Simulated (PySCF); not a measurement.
**Stationary points of Te(OH)2**

All numbers come from PBE0 in PySCF with Te def2-TZVP with ECP28, O def2-TZVP, H def2-TZVP; scalar-relativistic core potentials, no spin–orbit coupling; density-fitted integrals.

Relaxations began from a few typed shapes. The search is not exhaustive: other isomers or separated fragments can lie lower, and high-lying points may rest on an excited occupation.

| spin | group | bonds | angles | imaginary modes (cm⁻¹) | ΔE (kJ/mol) | ΔE with ZPE (kJ/mol) |
| --- | --- | --- | --- | --- | --- | --- |
| singlet | C2 | O–H 0.962 Å (×2), Te–O 1.949 Å (×2) | H–O–Te 109.0° (×2), O–Te–O 98.4° | none | 0.0 | 0.0 |
| singlet | C2h | O–H 0.965 Å (×2), Te–O 2.032 Å (×2) | H–O–Te 112.9° (×2), O–Te–O 180.0° | 248i | 188.6 | – |

The lowest minimum found is the singlet C2: O–H 0.962 Å (×2), Te–O 1.949 Å (×2); H–O–Te 109.0° (×2), O–Te–O 98.4°.
